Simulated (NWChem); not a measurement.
**Correlation energy of 1,1-difluoroethane (C2H4F2)**

```
C
F 1 1.3712
F 1 1.3712 2 107.69
H 1 1.1161 2 107.65 3 -115.82
C 1 1.5100 4 113.40 2 122.08
H 5 1.1068 1 110.34 4 -60.20
H 5 1.1068 6 108.91 1 -121.25
H 5 1.1075 6 109.03 7 -118.87
```
Charge 0, spin multiplicity 1.

Program: NWChem. Structure: optimised with PBE/def2-SVP, a minimum by its harmonic frequencies.

Basis set: 6-31G*. Each correlation energy counts from its own Hartree-Fock reference.

```csv
method,correlation energy (mHa),difference from CCSD(T)
MP2,-596.6,+41.1
SCS-MP2,-580.4,+57.3
CR-CCSD[T],-635.8,+1.9
CR-CCSD(T),-634.5,+3.2
CCSD,-623.6,+14.1
CCSD+T(CCSD),-639.4,-1.7
CCSD(T),-637.7,0.0
```

The values span 59.0 mHa, from CCSD+T(CCSD) (lowest) to SCS-MP2 (highest). 

The correlated methods keep 4 core orbitals frozen. The Pople sets run with spherical d functions. No row is a measurement; the coupled-cluster row has its own basis-set and correlation limits.
